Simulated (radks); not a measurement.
Values are calculated unless marked as measured or tabulated.
Q: Sr3+, configuration [Ar] 3d10 4s2 4p5. Code: a radial shooting solver on a logarithmic mesh with Libxc functionals. Model: scalar-relativistic Kohn-Sham, PBEsol, spin-polarised, spherical densities, point nucleus; open shells are filled with parallel spins first (spin-orbit coupling, left out, can overturn this in heavy ions). Some entries of the table are withheld. Estimate them.

| orbital | occ. | eigenvalue (hartree) | r(max) (bohr) | <1/r> (bohr^-1) |
|---|---|---|---|---|
| 1s up | 1 | -586.4191 | 0.02555 | 38.98 |
| 1s down | 1 | -586.4147 | 0.02555 | 38.98 |
| 2s up | 1 | -80.37936 | 0.1452 | 8.698 |
| 2s down | 1 | -80.37665 | 0.1452 | 8.698 |
| 2p up | 3 | -71.56537 | 0.1161 | 8.494 |
| 2p down | 3 | -71.56115 | 0.1161 | 8.494 |
| 3s up | 1 | -13.36252 | 0.4360 | 2.917 |
| 3s down | 1 | -13.35729 | 0.4360 | 2.917 |
| 3p up | 3 | (1) | (2) | 2.763 |
| 3p down | 3 | (3) | (4) | 2.763 |
| 3d up | 5 | -5.81829 | 0.3761 | 2.509 |
| 3d down | 5 | -5.81148 | 0.3761 | 2.511 |
| 4s up | 1 | -2.55500 | 1.179 | 1.015 |
| 4s down | 1 | -2.51544 | 1.178 | 1.015 |
| 4p up | 3 | -1.86182 | 1.300 | 0.8902 |
| 4p down | 2 | -1.82302 | 1.300 | 0.8884 |

A: 
(1) 3p up eigenvalue (hartree): -10.51834
(2) 3p up r(max) (bohr): 0.4308
(3) 3p down eigenvalue (hartree): -10.51242
(4) 3p down r(max) (bohr): 0.4308
